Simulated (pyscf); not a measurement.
## `[CH2]=[SiH][CH3]`, singlet

Gas-phase minimum from PySCF at ωB97X-D3(BJ)/def2-SVP, one conformer. H₂C=SiH–CH₃ lies 7.5 kcal/mol over its isomer H₂C=CH–SiH₃, and others may lie lower still (electronic energy, ωB97M-D3(BJ)). 

```xyz
9

C      0.1130     0.5629    -2.6004
Si    -1.1461     0.7178    -1.4677
C     -1.0157     1.6364     0.1555
H      1.1021     1.0049    -2.4427
H     -0.0136     0.0131    -3.5381
H     -2.4789     0.1057    -1.7118
H     -1.1987     0.9605     1.0062
H     -1.7582     2.4486     0.2092
H     -0.0114     2.0724     0.2651
```
Charge 0, spin multiplicity 1.

Bonds (Å): C1–Si2 1.701, C1–H4 1.095, C1–H5 1.094, Si2–C3 1.870, Si2–H6 1.487, C3–H7 1.102, C3–H8 1.102, C3–H9 1.100. Bond angles (°): Si2–C1–H4 122.4, Si2–C1–H5 122.1, H4–C1–H5 115.5, C1–Si2–C3 124.8, C1–Si2–H6 121.1, C3–Si2–H6 114.0, Si2–C3–H7 110.9, Si2–C3–H8 110.9, Si2–C3–H9 110.2, H7–C3–H8 107.6, H7–C3–H9 108.5, H8–C3–H9 108.5.

Properties at ωB97X-D3(BJ)/def2-SVP:

```json
{
  "harmonic_wavenumbers_unscaled": "130, 225, 368, 593, 664, 693, 760, 807, 829, 907, 1046, 1286, 1387, 1437, 1442, 2280, 3071, 3168, 3179, 3185, 3278 cm⁻¹",
  "zero_point_energy": "43.9 kcal/mol",
  "rotational_symmetry_number": "1",
  "Entropy of this conformer at 298 K and 1 atm, rigid rotor and harmonic oscillator, modes under 100 cm⁻¹ raised to 100": "291.0 J/(mol K)",
  "dipole_moment": "1.61 D"
}
```

Single-point totals, which compare only within one level (frozen core for MP2 and CC):

| level | total energy (hartree) |
|---|---|
| ωB97X-D3(BJ)/def2-TZVP | -369.37694 |
| PBE/def2-TZVP | -369.03954 |
| r²SCAN/def2-TZVP | -369.22660 |
| B3LYP-D3(BJ)/def2-TZVP | -369.34602 |
| PBE0-D3(BJ)/def2-TZVP | -369.08542 |
| M06-2X/def2-TZVP | -369.23796 |
| ωB97M-D3(BJ)/def2-TZVP | -369.36756 |
| HF/def2-TZVPP | -368.14940 |
| MP2/def2-TZVPP | -368.62011 |
| CCSD/def2-TZVPP | -368.65916 |
| CCSD(T)/def2-TZVPP | -368.68116 |

Soft torsions are taken as harmonic, which can shift the entropy by several J/(mol K). The CCSD(T) − MP2 part came from Ansatz, without density fitting, on the same reference.
